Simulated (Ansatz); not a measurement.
**Which isomer of C2H9AlSi gives these data?**

These gas-phase data were calculated for one isomer of C2H9AlSi at r2SCAN-D4/def2-SVP (harmonic, unscaled wavenumbers; equilibrium rotational constants with average atomic masses):

```
rotational constants            : 7.337, 2.183, 1.876 GHz
all wavenumbers above 1500 cm⁻¹ : 3142, 3134, 3101, 3033, 3026, 2191, 2179, 1924, 1917
```

Candidates:

(1) `C[SiH2][CH2][AlH2]`, a singlet
(2) `[CH3][AlH][SiH2]C`, a singlet
(3) `C[SiH](C)[AlH2]`, a singlet
(4) `[CH3][AlH][CH2][SiH3]`, a singlet

Question: Assign the data to one candidate and say why.

Answer: Candidate (1). 2 modes lie between 2000 and 2380 cm⁻¹, one for each Si–H bond, while (3) has 1, (4) has 3. 2 modes lie between 1700 and 2050 cm⁻¹, one for each Al–H bond, while (2) has 1.

The same quantities for all candidates:

```tsv
	rotational constants (GHz)	wavenumbers above 1500 cm⁻¹	E above the lowest, r2SCAN-D4/def2-SVP (kcal/mol)
(1)	7.337, 2.183, 1.876	3142, 3134, 3101, 3033, 3026, 2191, 2179, 1924, 1917	1.1
(2)	11.31, 1.65, 1.491	3144, 3144, 3136, 3102, 3037, 3015, 2157, 2156, 1883	3.0
(3)	5.197, 2.549, 1.881	3141, 3140, 3132, 3131, 3030, 3030, 2133, 1898, 1891	5.3
(4)	8.587, 1.843, 1.691	3131, 3104, 3103, 3029, 3017, 2203, 2201, 2199, 1908	0.0
```

Harmonic stretches to hydrogen usually lie a few per cent above observed fundamentals. Each candidate is one conformer. Programs: Ansatz 0.2.0.
